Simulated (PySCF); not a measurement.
Job file and geometry (Å, from GFN2-xTB) of an NMR shielding run on SMILES [F][AlH][C@@H]1CCC[C@H]1B(F)F, C$_{5}$H$_{9}$AlBF$_{3}$, GIAO PBE0/pcSseg-1 NMR shielding, non-relativistic, gas phase in PySCF 2.14.0, density-fitted response routines; density fitting, a coarse starting grid and PySCF grid level 2 are the driver's defaults:

```
$ OMP_NUM_THREADS=1 python probes_run.py task.json out

{"job": {"kind": "nmr", "xc": "PBE0", "basis": "pcSseg-1"}, "charge": 0, "multiplicity": 1}
F      3.297429     2.040762     0.566145
Al     2.009415     1.457289    -0.277600
C      0.819824    -0.096581     0.252255
C      0.656252    -1.460919    -0.425378
C     -0.785712    -1.880449    -0.098998
C     -1.589343    -0.573414     0.069361
C     -0.563268     0.557795    -0.099819
B     -0.623478     1.894616     0.681084
F     -1.542613     2.455236     1.417424
F      0.544932     2.600719     0.647210
H      1.730316     2.019073    -1.675385
H      0.813595    -0.284884     1.341469
H      0.778938    -1.354917    -1.505216
H      1.381974    -2.191149    -0.069702
H     -1.202479    -2.512066    -0.882288
H     -0.803423    -2.450282     0.830118
H     -2.043585    -0.526057     1.059181
H     -2.389105    -0.492792    -0.665618
H     -0.499475     0.807268    -1.171703
```

**Question.** What does the program print?

**Answer.** 
```
coarse grid: 16984 points
cycle   1  E = -762.0224732532  dE =  1.171e+00  |g| = 8.620e-01  |ddm| = 3.966e+00
cycle   2  E = -761.8869255714  dE =  1.355e-01  |g| = 1.288e+00  |ddm| = 1.394e+00
cycle   3  E = -762.1560383026  dE = -2.691e-01  |g| = 9.105e-02  |ddm| = 8.684e-01
cycle   4  E = -762.1571110614  dE = -1.073e-03  |g| = 4.924e-02  |ddm| = 8.773e-02
cycle   5  E = -762.1575138764  dE = -4.028e-04  |g| = 7.207e-03  |ddm| = 3.670e-02
cycle   6  E = -762.1575238454  dE = -9.969e-06  |g| = 2.126e-03  |ddm| = 8.548e-03
final grid: 162304 points
cycle   7  E = -762.2322742058  dE = -7.392e-05  |g| = 9.406e-03  |ddm| = 3.297e-02
cycle   8  E = -762.2322543771  dE =  1.983e-05  |g| = 1.302e-02  |ddm| = 1.981e-02
cycle   9  E = -762.2322965163  dE = -4.214e-05  |g| = 8.523e-04  |ddm| = 1.174e-02
cycle  10  E = -762.2322966306  dE = -1.143e-07  |g| = 3.430e-04  |ddm| = 8.481e-04
cycle  11  E = -762.2322966496  dE = -1.895e-08  |g| = 8.164e-05  |ddm| = 2.682e-04
cycle  12  E = -762.2322966508  dE = -1.194e-09  |g| = 1.697e-05  |ddm| = 8.332e-05
cycle  13  E = -762.2322966508  dE = -5.502e-11  |g| = 6.242e-06  |ddm| = 1.938e-05
converged SCF energy = -762.2322966508

GIAO shielding tensors (ppm)
atom      isotropic    diamagn.    paramagn.     s11        s22        s33       span
  0 F      346.433     467.907    -121.473    271.497    349.737    418.066    146.570
  1 Al     424.812     793.396    -368.584    357.721    423.362    493.353    135.632
  2 C      150.454     254.553    -104.099    115.565    163.309    172.490     56.925
  3 C      153.746     244.919     -91.174    128.287    159.841    173.108     44.821
  4 C      156.595     248.165     -91.570    122.764    169.894    177.127     54.363
  5 C      162.394     245.244     -82.850    134.315    174.825    178.044     43.729
  6 C      154.839     259.487    -104.648    123.076    164.831    176.610     53.534
  7 B       70.290     195.831    -125.541     29.979     74.986    105.903     75.924
  8 F      246.721     465.258    -218.537     68.697    297.150    374.316    305.619
  9 F      243.409     474.420    -231.011    115.341    297.317    317.569    202.228
 10 H       27.723      29.847      -2.124     24.146     25.530     33.493      9.347
 11 H       30.954      33.963      -3.009     27.210     29.844     35.808      8.598
 12 H       30.359      30.774      -0.415     24.699     28.967     37.412     12.713
 13 H       29.775      29.640       0.135     24.307     27.507     37.509     13.202
 14 H       29.795      29.293       0.501     24.447     27.418     37.519     13.071
 15 H       30.048      30.056      -0.009     24.519     28.013     37.611     13.092
 16 H       30.096      30.670      -0.574     24.146     29.034     37.108     12.962
 17 H       29.949      29.797       0.152     24.258     27.903     37.686     13.428
 18 H       30.193      34.175      -3.982     25.440     29.677     35.462     10.022
```

Size and cost of the density-fitted run: 222 basis functions, 100 s wall time on 1 thread of an Arm Neoverse N1, shared host; peak memory 1.1 GiB.
